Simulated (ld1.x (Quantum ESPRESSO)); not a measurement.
## Building the RRKJ potential for Ga (Z = 31) (PBE, fully relativistic).

| Quantity | Value |
| --- | --- |
| Element | gallium (Ga) |
| Generator | ld1.x (Quantum ESPRESSO) 7.5 |
| Type | norm-conserving RRKJ (Kleinman–Bylander form) |
| Functional | PBE |
| Relativity | fully relativistic |
| Frozen core | [Ar] 3d10 |
| Valence charge | 3 |
| Reference configuration | 4s2 4p1 |
| Partial waves | 4s (bound): rc 1.45 bohr; 4p (bound): rc 2.00 bohr |
| Local potential | all-electron potential smoothed inside 1.35 bohr (lloc = -2) |
| Core correction | Bessel-smoothed model core inside 1.35 bohr |
| rho0 | 0.005 |

Open shells are filled in proportion to 2j + 1 (rel_dist='average').

All-electron outer shells of the reference configuration (PBE, scalar-relativistic, ld1.x):

| shell | level (eV) | outermost node (bohr) | outermost maximum (bohr) |
| --- | --- | --- | --- |
| 3p | -98.86 | 0.24 | 0.56 |
| 3d | -19.15 | – | 0.53 |
| 4s | -8.95 | 0.81 | 1.90 |
| 4p | -2.58 | 0.87 | 2.53 |

(1) Does the generator finish with these settings?

Results:

(1) No. ld1.x (Quantum ESPRESSO) 7.5 stopped with "compute_chi: n is too large": the Bessel-function wave could not be built (negative determinant in compute_phi), and the routine for χ then failed on it.
